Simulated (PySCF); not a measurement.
## Assignment exercise: C$_{3}$H$_{4}$Cl$_{4}$

Structure with atom numbers: `[Cl:1][CH2:2][CH2:3][C:4]([Cl:5])([Cl:6])[Cl:7]`. Each H is labelled by its parent atom.

- geometry: GFN2-xTB
- σ from GIAO-PBE0/pcSseg-1
- program: PySCF 2.14
- one computed conformer, relativity neglected, isolated molecule, one averaged value for each set of equivalent atoms

Chemical shifts δ = σref − σ; 13C (σref 186.93) and 1H (σref 31.72) against TMS, all at this level.

(1) Assign these signals to the numbered atoms. 13C{1H} NMR (computed): δ 121.3 (C), 61.0 (CH2), 46.5 (CH2).

(2) Assign these signals to the numbered atoms. 1H NMR (600 MHz, computed): δ 3.91 (t, 2H), 2.84 (t, 2H).

## Answers

(1) 
121.3 → C4, fully substituted sp3 carbon bonded to 3 Cl: 3 electronegative neighbours deshield it
61.0 → C3, sp3 CH2
46.5 → C2, sp3 CH2 bonded to Cl: pulled downfield by the heteroatom

(2) 
3.91 → H(C2), hydrogen on an sp3 CH2 bonded to Cl: its carbon carries Cl, an electronegative neighbour
2.84 → H(C3), hydrogen on an sp3 CH2

Carbons that carry Cl, above all several Cl atoms, come out too deshielded, partly because spin–orbit coupling is missing. Shifts are as computed. Against solution values, carbons near 30 ppm lie about +3 ppm off and those near 130 ppm about +5 ppm; carbons on Cl a further +6 ppm. Of 1211 compounds with measured shifts, 218 miss one by over three times the rms of a fit or turn the order of signals round; such compounds aren't used in these exercises. No couplings were computed; multiplicities are counted from neighbouring protons, with m where these are inequivalent, close in shift, in a saturated or five-membered ring or joined by F or P, and br s for small geminal =CH2 splittings.
